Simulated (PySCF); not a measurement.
Excitation energy of As by level of theory

As [Ar] 3d10 4s2 4p3 (4S) → As [Ar] 3d10 4s2 4p2 5s1, s spin flipped, as a difference of total energies. Computed with PySCF 2.14 in aug-cc-pVTZ-PP with ECP10MDF (6s5p4d2f, 55 functions), with scalar relativity through the core potential. Correlated levels: valence: 3s2 3p6 3d10 frozen. The calculations carry no spin-orbit coupling.

```csv
method,excitation energy (eV)
UHF,6.543
MP2 (valence),6.779
SCS-MP2 (valence),6.631
```

**Question.** How much does correlation contribute at MP2 (valence)?

**Answer.** 6.779 − (6.543) = 0.236 eV, measured against UHF.

The upper determinant mixes two multiplicities, so it lies between the two terms.

The promoted electron is Rydberg-like, and one or two diffuse shells describe it only roughly, which tends to raise the upper state.
